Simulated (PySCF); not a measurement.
## Excitation energy of Cs by level of theory

Cs [Xe] 6s1 (2S) → Cs [Xe] 6p1 (2P), as a difference of total energies. Calculation: PySCF 2.14, in def2-QZVPPD with the def2 core potential (46 electrons) (6s5p4d3f, 62 functions); scalar relativity through the core potential. Correlated levels: valence and next inner shell: nothing frozen outside the core potential. The calculations carry no spin-orbit coupling.

| method | excitation energy (cm⁻¹) | error (cm⁻¹) |
| --- | --- | --- |
| UHF | 9642.9 | -1905 |
| LDA | 11332 | -215 |
| PBE | 9996.4 | -1551 |
| PBE0 | 9988.3 | -1559 |
| r2SCAN | 9649.4 | -1898 |
| TPSSh | 9113.5 | -2434 |
| B97-3 | 9608.0 | -1940 |
| M06 | 9539.2 | -2008 |
| revPBE | 9366.5 | -2181 |
| MP2 (valence and next inner shell) | 11386 | -162 |
| SCS-MP2 (valence and next inner shell) | 11034 | -514 |

Reference: 11548 cm⁻¹ (measured; NIST levels, between the centres of gravity of the two terms).

Errors of the correlated levels include the incompleteness of this basis.
